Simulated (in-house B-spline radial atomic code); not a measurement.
Bi²⁺ is squeezed into an impenetrable sphere of radius R (the orbitals vanish at R). Level of theory: Dirac-Kohn-Sham LDA VWN5, spherical fractional occupations, Fermi nucleus of rms radius 5.5211 fm; calculated with an all-electron radial atomic-structure program (B-spline basis).

Energies in eV above the free ion in [Xe] 4f14 5d10 6s2 6p1:

| R (bohr) | highest level (eV) | [Xe] 4f14 5d10 6s2 6p1 | [Xe] 4f14 5d10 6s2 6d1 | [Kr] 4d10 4f14 5s2 5p5 5d10 6s2 6p1 6f1 |
| --- | --- | --- | --- | --- |
| 7.34 | -18.8 | 0.009463 | 11.4 | 123 |
| 6.4 | -18.7 | 0.05517 | 11.95 | 126.1 |
| 5.16 | -18 | 0.5343 | 14.25 | 134.2 |
| 3.95 | -14.2 | 4.971 | 23.9 | 155.6 |
| 3.77 | -12.8 | 6.999 | 27.33 | 161.9 |
| 3.09 | -1.72 | 26.95 | 55.49 | 206.7 |
| 2.4 | 35.7 | 123.6 | 168.8 | 359.4 |
| 2.25 | 52.9 | 177.6 | 228.3 | 434.6 |
| 1.75 | 176 | 670.4 | 745.7 | 1052 |
| 1.34 | 483 | 2400 | 2504 | 3020 |

Task: Does [Xe] 4f14 5d10 6s2 6d1 fall below [Xe] 4f14 5d10 6s2 6p1 under compression?

Result: No, it stays above over the whole range.

Task: Does [Kr] 4d10 4f14 5s2 5p5 5d10 6s2 6p1 6f1 fall below [Xe] 4f14 5d10 6s2 6p1 under compression?

Result: No, it stays above over the whole range.

The highest level is first positive in the row R = 2.4 bohr, pushed up by confinement above the zero of the free ion's potential. Each configuration is held fixed and needn't be the lowest in the sphere.
